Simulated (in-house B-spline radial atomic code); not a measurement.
Values are calculated unless marked as measured or tabulated.
# Stopping and range of 20 keV Mg in InAs

The pair potential comes from two frozen, spherical free-atom densities (PBE, B-spline radial code, scalar-relativistic past argon): electrostatics plus the change in Thomas-Fermi kinetic and Dirac exchange energy where they overlap, the recipe behind the universal ZBL potential, which averages such potentials (from solid-state densities) over many pairs. It is written V = (Z1 Z2 e²/r) φ(r/a), with e² = 14.3996 eV·Å and a = 0.46850 Å/(Z1^0.23 + Z2^0.23); ZBL's fit is φ = 0.18175 e^(−3.1998x) + 0.50986 e^(−0.94229x) + 0.28022 e^(−0.4029x) + 0.02817 e^(−0.20162x). Where φ falls below 4e-4 it is continued as an exponential.

The target is taken as amorphous, with density 5.68 g/cm³ (NSM archive of the Ioffe Institute); channelling is ignored. Masses: Mg 24.3, In 114.82, As 74.92 u. Nuclear stopping is S_n = 4π a Z1 Z2 e² M1/(M1 + M2) × s_n(ε), with s_n integrated over impact parameters for each pair. Electronic stopping is Lindhard and Scharff's S_e = Z1^(1/6) 8π e² a0 Z1 Z2/(Z1^(2/3) + Z2^(2/3))^(3/2) × v/v0, with a0 = 0.529177 Å and v = v0 at 24.801 keV/u; it misses the oscillations with Z1 seen in experiment, which reach tens of per cent. Compounds add by atom fraction.

| target atom | a (Å) | ε at this energy | s_n, this pair | s_n, ZBL potential |
| --- | --- | --- | --- | --- |
| In | 0.11106 | 0.2165 | 0.356 | 0.3469 |
| As | 0.11695 | 0.3097 | 0.3707 | 0.3506 |

(1) What are the atom density and the stopping powers at entry?

Along the track:

| E (keV) | N S_n (eV/nm) | N S_e (eV/nm) |
| --- | --- | --- |
| 1 | 137 | 29.3 |
| 3 | 198 | 50.8 |
| 6 | 234 | 71.8 |
| 10 | 255 | 92.7 |
| 15 | 266 | 114 |
| 20 | 270 | 131 |

(2) Estimate the path length and the projected range.

Results:

(1) N = 5.68 × 0.602214/94.87 = 0.03606 atoms/Å³. For In: S_n = 2064 × 0.356 = 734.7 eV·Å², S_e = 2.7290 × √20000 = 385.9 eV·Å². For As: S_n = 2052 × 0.3707 = 760.8 eV·Å², S_e = 2.4153 × √20000 = 341.6 eV·Å². Averaged over the target's atoms (half each) and times N × 10 Å/nm, the ion loses N S_n = 270 eV/nm to recoils and N S_e = 131 eV/nm to electrons; the nuclear share is 67 %.

(2) With continuous slowing down the path is the integral of dE/(N (S_n + S_e)). Trapezoids over the table give 59.9 nm, and the stretch below the first row, with stopping taken as √E, adds 2E/(N S) = 12 nm: 71.9 nm in all, against 69.7 nm on a fine grid from 5 eV. Deflections shorten the depth: to first order in the energy passed on, N (S_n + S_e) dR_p/dE = 1 − N S_n (M2/M1) R_p/(2E), summed over the target's atoms, and integrating this on the fine grid gives R_p = 23 nm, 0.33 of the path. Lindhard's rule of thumb R/(1 + M2/3M1), with mean M2/M1 = 3.90, gives 30.3 nm; it is meant for M2/M1 below about 2. On the ZBL potential the same equation gives 23.9 nm, and the full integral equation, which keeps hard collisions, 25.4 nm.
